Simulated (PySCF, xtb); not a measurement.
Cd(Et)(OSiH3) (C2H8CdOSi), SMILES C[CH2][Cd][O][SiH3].

GFN2-xTB run with xtb at its own geometry gives an orbital gap of 2.93 eV and a dipole moment of 5.19 D.

Coordinates come from a PBE-D3(BJ)/def2-SVP optimisation. The def2 effective core potentials stand for the cores of Cd; spin–orbit coupling is left out. Other conformers were not sampled.

### Question
What does PBE0/def2-TZVP (PySCF) give? (An estimate is asked for; the answer gives what the named calculation found.)

### Answer
gap 6.68 eV (levels -7.61 and -0.93 eV), dipole 3.49 D.
